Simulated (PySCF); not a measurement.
**Radial density of Al⁺ (aluminium, charge +1)**

BHandHLYP, [Ne] 3s2, closed-shell 1S. Computed with PySCF 2.14 in ANO-RCC-VTZP, with scalar relativity by spin-free X2C-1e.

| r (bohr) | 4πr²ρ (e/bohr) |
| --- | --- |
| 0.00167 | 0.05503 |
| 0.00281 | 0.1449 |
| 0.00472 | 0.3781 |
| 0.00794 | 0.9595 |
| 0.0134 | 2.311 |
| 0.0225 | 5.090 |
| 0.0378 | 9.599 |
| 0.0636 | 13.97 |
| 0.107 | 13.56 |
| 0.180 | 9.007 |
| 0.302 | 10.30 |
| 0.509 | 12.43 |
| 0.856 | 5.432 |
| 1.44 | 1.217 |
| 2.42 | 0.8856 |
| 4.07 | 0.1526 |
| 6.85 | 0.001961 |

Densities and radii are taken from the X2C orbitals without a picture-change correction, which distorts them close to the nucleus.
